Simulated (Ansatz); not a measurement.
Start from `CO[SiH](F)[GeH3]` and change one element to get `CO[SiH](Cl)[GeH3]`.

Ansatz, PBE0-D4/def2-TZVP geometries, multiplicity 1. Each molecule was computed in one conformer, which needn't be the lowest.

Scalar relativity is left out up to krypton.

| property | `CO[SiH](F)[GeH3]` |
| --- | --- |
| LUMO energy (PBE0/def2-TZVPP) / eV | 0.11 |
| LUMO energy (ωB97M-V/def2-TZVPP) / eV | 1.87 |
| HOMO energy (PBE0/def2-TZVPP) / eV | -8.18 |
| HOMO energy (PBE/def2-TZVPP) / eV | -6.95 |
| HOMO–LUMO gap (B3LYP/def2-TZVPP) / eV | 7.89 |
| HOMO–LUMO gap (ωB97M-V/def2-TZVPP) / eV | 12.12 |

What does the change do to each property? (Estimate.)

The calculation gave: 
```json
{"property": "LUMO energy (PBE0/def2-TZVPP) / eV", "`CO[SiH](Cl)[GeH3]`": "-0.13", "shift": "-0.24"}
{"property": "LUMO energy (ωB97M-V/def2-TZVPP) / eV", "`CO[SiH](Cl)[GeH3]`": "1.67", "shift": "-0.20"}
{"property": "HOMO energy (PBE0/def2-TZVPP) / eV", "`CO[SiH](Cl)[GeH3]`": "-7.74", "shift": "0.44"}
{"property": "HOMO energy (PBE/def2-TZVPP) / eV", "`CO[SiH](Cl)[GeH3]`": "-6.50", "shift": "0.45"}
{"property": "HOMO–LUMO gap (B3LYP/def2-TZVPP) / eV", "`CO[SiH](Cl)[GeH3]`": "7.24", "shift": "-0.65"}
{"property": "HOMO–LUMO gap (ωB97M-V/def2-TZVPP) / eV", "`CO[SiH](Cl)[GeH3]`": "11.49", "shift": "-0.63"}
```

With PBE0 the HOMO rises by 0.44 eV and the LUMO falls by 0.24 eV, so the gap narrows by about 0.68 eV. PBE moves the HOMO by 0.45 eV and ωB97M-V by 0.43 eV.

B3LYP here is the variant with VWN-RPA as its local correlation; programs differ in this.

Positive LUMOs are unbound, so they and the gaps depend on the basis.
